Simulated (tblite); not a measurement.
Species: C₃H₅ClOSi.
Numbering: `[Cl:1][C@@H:2]1[CH:3]=[CH:4][O:5][SiH2:6]1` (hydrogens: H7 on C2; H8 on C3; H9 on C4; H10, H11 on Si6)

Calculated harmonic vibrations of the isolated species, GFN2-xTB (tblite), most abundant isotopes, no scaling. Against measured fundamentals such values can be off by several per cent, at times by over 20. Modes of hydrogen on silicon can be 10 to 20 % off.

Harmonic wavenumbers (cm⁻¹): 85.6, 189.0, 250.0, 419.9, 482.0, 493.9, 564.9, 637.0, 663.2, 707.1, 760.0, 784.4, 800.3, 830.4, 846.6, 1018.5, 1051.2, 1136.0, 1167.5, 1180.4, 1268.3, 1672.0, 2326.0, 2381.4, 2967.4, 3098.1, 3134.8.

A = 4259, B = 1888, C = 1464 MHz; mass 119.980 u (most abundant isotopes); point group C1, symmetry number 1.

Zero-point energy?

Half the sum of the wavenumbers: 15458 cm⁻¹ = 184.92 kJ/mol.

What is S at 298.15 K and 1 bar for an ideal gas of classical rigid rotors and harmonic oscillators?

Translation 168.56, rotation 115.91, vibration 54.08: S = 338.5 J/(mol K).

And Cp and H(298.15 K) − H(0)?

Cp = 109.20 J/(mol K), of which vibrations give 75.94 (their classical limit is 27 R = 224.5); H(298.15 K) − H(0) = 19.55 kJ/mol without the zero-point energy, 9.64 from vibrations.

How do the functions run with temperature in this model?

| T (K) | S (J/(mol K)) | Cp (J/(mol K)) | H − H(0) (kJ/mol) | G − H(0) (kJ/mol) | ln q(vib) |
| --- | --- | --- | --- | --- | --- |
| 100 | 258.8 | 50.2 | 4.02 | -21.86 | 0.45 |
| 200 | 301.5 | 78.1 | 10.34 | -49.96 | 1.43 |
| 300 | 339.2 | 109.7 | 19.75 | -82.01 | 2.64 |
| 500 | 407.2 | 156.1 | 46.76 | -156.83 | 5.44 |
| 800 | 489.6 | 193.5 | 99.83 | -291.88 | 9.72 |
| 1000 | 534.5 | 208.6 | 140.12 | -394.41 | 12.38 |

q(vib) and H(0) count from the zero-point level.

Which modes carry the vibrational entropy at 298.15 K?

85.6 cm⁻¹: 15.72; 189.0 cm⁻¹: 9.36; 250.0 cm⁻¹: 7.24; 419.9 cm⁻¹: 3.73; 482.0 cm⁻¹: 2.95; 493.9 cm⁻¹: 2.82 J/(mol K); the other 21 give 12.25 together.

Hindered rotation and anharmonicity are outside this model. The structure is chiral; the term R ln 2 for an equal mix with its mirror image is left out.

The run took 0.32 s wall on Arm Neoverse V1, one thread, on a shared host. The figure is for the frequency step alone.
